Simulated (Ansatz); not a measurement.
`COC[SiH2]O` and `COCC=O` differ in one atom or group.

Ansatz, PBE0-D4/def2-TZVP geometries, multiplicity 1. Each molecule was computed in one conformer, which needn't be the lowest.

| property | `COC[SiH2]O` |
| --- | --- |
| HOMO energy (ωB97M-V/def2-TZVPP) / eV | -9.61 |
| HOMO energy (PBE0/def2-TZVPP) / eV | -7.29 |
| HOMO–LUMO gap (ωB97M-V/def2-TZVPP) / eV | 11.50 |
| HOMO energy (PBE/def2-TZVPP) / eV | -5.82 |
| LUMO energy (B3LYP/def2-TZVPP) / eV | -0.03 |
| size of the dipole moment (PBE/def2-TZVPP) / D | 1.86 |

Q: Give the same properties after the change, and the shifts. (An estimate is asked.)

A: Ansatz gave: 
| property | `COCC=O` | shift |
| --- | --- | --- |
| HOMO energy (ωB97M-V/def2-TZVPP) / eV | -9.72 | -0.11 |
| HOMO energy (PBE0/def2-TZVPP) / eV | -7.33 | -0.04 |
| HOMO–LUMO gap (ωB97M-V/def2-TZVPP) / eV | 11.03 | -0.47 |
| HOMO energy (PBE/def2-TZVPP) / eV | -5.76 | 0.06 |
| LUMO energy (B3LYP/def2-TZVPP) / eV | -1.30 | -1.27 |
| size of the dipole moment (PBE/def2-TZVPP) / D | 2.00 | 0.14 |

The zero-point energy changes by -32.4 kJ/mol with -6 modes. Dipoles are sizes alone; their direction can turn.

B3LYP here is the variant with VWN-RPA as its local correlation; programs differ in this.
